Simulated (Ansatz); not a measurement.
`O1[SiH2][SiH2][SiH2]1` → `O[SiH]1[SiH2][SiH2]1`  (isomerisation)

Program: Ansatz. Geometries: PBE0-D4/def2-TZVP. ΔE: electronic, gas phase. CBS: MP2 limit from def2 TZ/QZ plus the TZ coupled-cluster correction, frozen cores. Functionals use def2-TZVPP. B3LYP here is the variant with VWN-RPA as its local correlation; programs differ in this. Each species was taken in one conformer, which may not be the lowest.

`O1[SiH2][SiH2][SiH2]1`:

Z-matrix (Å, degrees):
```
Si
Si 1 2.356
Si 1 2.725 2 54.7
O 1 1.674 2 90.2 3 0.0
H 1 1.487 2 117.6 3 -113.6
H 1 1.487 2 117.7 3 113.6
H 2 1.486 1 117.8 3 -111.9
H 2 1.486 1 117.8 3 111.9
H 3 1.487 1 123.9 2 102.1
H 3 1.487 1 123.9 2 -102.1
```

`O[SiH]1[SiH2][SiH2]1`:

```xyz
10

O    -0.592    2.322   -0.240
Si    0.380    0.994   -0.143
Si    0.080   -0.700    1.398
Si   -0.124   -1.142   -0.908
H    -0.854    2.602   -1.119
H     1.823    1.294   -0.351
H    -1.236   -0.814    2.078
H     1.205   -1.160    2.251
H     0.850   -1.928   -1.708
H    -1.531   -1.467   -1.257
```

| level | ΔE (eV) |
| --- | --- |
| revPBE-D4 | 1.46 |
| B97M-V | 1.55 |
| BHLYP-D4 | 1.82 |
| revPBE | 1.39 |
| B3LYP | 1.66 |
| CCSD/def2-SVP | 1.67 |
| SCS-MP2/def2-TZVPP | 1.84 |
| CCSD/CBS(def2) | 1.75 |

Problem. What does CCSD(T)/CBS give? (Estimate.)

Solution. Computed: +1.70 eV. The listed levels differ from it by -0.24, -0.15, 0.12, -0.31, -0.04, -0.03, 0.14, 0.05 eV.

Problem. What do rigid-rotor, harmonic-oscillator terms from PBE0-D4/def2-TZVP frequencies (298.15 K, 1 bar) make of the CCSD(T)/CBS value? (An estimate is asked.)

Solution. Ansatz gave: ΔZPE = -0.01 eV, ΔH = +1.73 eV, ΔS = 34 J/(mol·K), ΔG = +1.62 eV.

Largest T1 diagnostic among the species: 0.015.

Leaving LDA and LC-ωPBE aside and taking each functional with its dispersion term where it has one, the values, not all of them listed here, spread over 0.40 eV, from PBE-D4 to BHLYP-D4. At CCSD(T), def2-SVP lies −0.05 eV from the extrapolated value and def2-TZVPP +0.00 eV. From BLYP to BHLYP (50 % exact exchange), in def2-TZVPP and without D4, ΔE moves by +0.22 eV.
